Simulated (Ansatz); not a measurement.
Geometry optimisation, Ansatz 0.2.0, RKS revPBE/def2-SVP.

Input file:

```yaml
crystal:
  periodic: [false, false, false]
  atoms:
    - { symbol: Ta, position_ang: [0.0, 0.0, 0.0] }
    - { symbol: Cl, position_ang: [2.82, 0.0, 0.0] }
    - { symbol: F, position_ang: [0.0, 0.0, 1.93] }
    - { symbol: F, position_ang: [0.0, 0.0, -1.93] }
    - { symbol: F, position_ang: [-0.965, 1.6714, 0.0] }
    - { symbol: O, position_ang: [-1.01, -1.7493, 0.0] }
    - { symbol: H, position_ang: [-1.6563, -1.7655, 0.776] }
    - { symbol: F, position_ang: [0.7032, -1.7912, 1.127] }
    - { symbol: H, position_ang: [1.9024, -1.3122, 0.8256] }
basis:
  gaussian: { orbitals: def2-SVP }
hamiltonian:
  xc: revpbe
relax:
  f_tol: 0.15
  max_steps: 25
  restrain:
    - { distance: [0, 7], at: 3.13, k: 30.0 }
    - { distance: [8, 1], at: 2.57, k: 30.0 }
    - { distance: [0, 1], at: 2.47, k: 30.0 }
    - { distance: [8, 7], at: 0.92, k: 30.0 }
```

Launched with:

```bash
$ ansatz run input.yaml --threads 4 --pin off --max-ram 5120MiB --backend cpu --events-out ev --progress --plain --runs-dir out
```

Task: Where does it end, and by what steps?

Result: It converged. The restraints hold the end off the free minimum; the threshold counts their pulls, which the force column leaves out. Restrained pairs: Ta1–F8 (2.23 → 3.12 Å), Cl2–H9 (1.80 → 2.57 Å), Ta1–Cl2 (2.82 → 2.45 Å), F8–H9 (1.33 → 0.93 Å). After 12 steps the energy has fallen by 3.241 eV (the restraints' own energy left out); F8 moved furthest, 0.81 Å.

```json
{"step": "0", "energy less start (eV)": "0.0000", "largest force component (eV/Å)": "6.585", "accepted": "yes"}
{"step": "1", "energy less start (eV)": "-0.9118", "largest force component (eV/Å)": "5.266", "accepted": "yes"}
{"step": "2", "energy less start (eV)": "-1.5217", "largest force component (eV/Å)": "4.935", "accepted": "yes"}
{"step": "3", "energy less start (eV)": "-2.2132", "largest force component (eV/Å)": "3.775", "accepted": "yes"}
{"step": "4", "energy less start (eV)": "-2.9836", "largest force component (eV/Å)": "1.278", "accepted": "yes"}
{"step": "5", "energy less start (eV)": "-3.1262", "largest force component (eV/Å)": "1.255", "accepted": "yes"}
{"step": "6", "energy less start (eV)": "-3.1990", "largest force component (eV/Å)": "0.875", "accepted": "yes"}
{"step": "7", "energy less start (eV)": "-3.2175", "largest force component (eV/Å)": "0.781", "accepted": "yes"}
{"step": "8", "energy less start (eV)": "-3.2273", "largest force component (eV/Å)": "0.782", "accepted": "yes"}
{"step": "9", "energy less start (eV)": "-3.2287", "largest force component (eV/Å)": "0.775", "accepted": "yes"}
{"step": "10", "energy less start (eV)": "-3.2315", "largest force component (eV/Å)": "0.737", "accepted": "yes"}
{"step": "11", "energy less start (eV)": "-3.2293", "largest force component (eV/Å)": "1.047", "accepted": "no"}
{"step": "12", "energy less start (eV)": "-3.2410", "largest force component (eV/Å)": "0.741", "accepted": "yes"}
```

```xyz
9
Properties=species:S:1:pos:R:3
Ta -0.098 0.222 0.001
Cl 2.338 0.354 0.166
F -0.077 0.567 1.880
F 0.197 -0.171 -1.842
F -1.038 1.788 -0.387
O -1.333 -1.190 0.188
H -1.295 -1.999 0.731
F 1.134 -2.470 1.001
H 1.967 -2.048 0.989
```

Run time: 25 s on 4 threads of Intel(R) Xeon(R) Platinum 8259CL CPU @ 2.50GHz (Skylake/Cascade Lake), on a shared host, peak memory 0.22 GiB.
